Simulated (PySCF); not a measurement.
Job for PySCF: D3(BJ) and D4 dispersion corrections on C3MoO3 (SMILES [O+]#[C-]->[Mo](<-[C-]#[O+])<-[C-]#[O+]), 2S+1 = 3, a spin state set in the input, which need not be the lowest.

```python
from pyscf import gto
from pyscf.dispersion import dftd3, dftd4

mol = gto.M(
    atom='''
    Mo    0.36328645   -0.52204860    0.36472275
    O     2.72254278    0.13067384   -1.66723318
    C     1.89331825   -0.12945722   -0.91772215
    O    -2.06659488   -1.10385647    2.35816666
    C    -1.18593081   -0.90713450    1.65150915
    O    -1.19400175    1.62401234   -1.27611860
    C    -0.63472797    0.83230708   -0.66261288
    ''',
    basis='def2-svp',
    charge=0, spin=2, verbose=0, max_memory=1800)
d3, d4 = {}, {}
for xc in ['hf', 'pbe', 'blyp', 'revpbe', 'tpss', 'r2scan', 'b3lyp', 'pbe0', 'bhlyp', 'camb3lyp', 'b2plyp']:
    d3[xc] = float(dftd3.DFTD3Dispersion(mol, xc=xc, version='d3bj', atm=False).get_dispersion()['energy'])
    print(f'D3(BJ) {xc:10s} {d3[xc]:14.8f} Eh')
for xc in ['hf', 'pbe', 'blyp', 'revpbe', 'tpss', 'r2scan', 'b3lyp', 'pbe0', 'bhlyp', 'camb3lyp', 'b2plyp']:
    d4[xc] = float(dftd4.DFTD4Dispersion(mol, xc={'camb3lyp': 'cam-b3lyp'}.get(xc, xc), atm=True).get_dispersion()['energy'])
    print(f'D4     {xc:10s} {d4[xc]:14.8f} Eh')
```

Program output:

```
D3(BJ) hf            -0.06015177 Eh
D3(BJ) pbe           -0.00735958 Eh
D3(BJ) blyp          -0.01710982 Eh
D3(BJ) revpbe        -0.01723025 Eh
D3(BJ) tpss          -0.00976167 Eh
D3(BJ) r2scan        -0.00208709 Eh
D3(BJ) b3lyp         -0.01430855 Eh
D3(BJ) pbe0          -0.00685118 Eh
D3(BJ) bhlyp         -0.01249041 Eh
D3(BJ) camb3lyp      -0.00698777 Eh
D3(BJ) b2plyp        -0.00741511 Eh
D4     hf            -0.02474113 Eh
D4     pbe           -0.00763304 Eh
D4     blyp          -0.01636591 Eh
D4     revpbe        -0.02020951 Eh
D4     tpss          -0.01024166 Eh
D4     r2scan        -0.00184248 Eh
D4     b3lyp         -0.01243227 Eh
D4     pbe0          -0.00653446 Eh
D4     bhlyp         -0.01052508 Eh
D4     camb3lyp      -0.00676768 Eh
D4     b2plyp        -0.00532416 Eh
```

The run finished.

Cost: roughly 0.05 core-seconds.
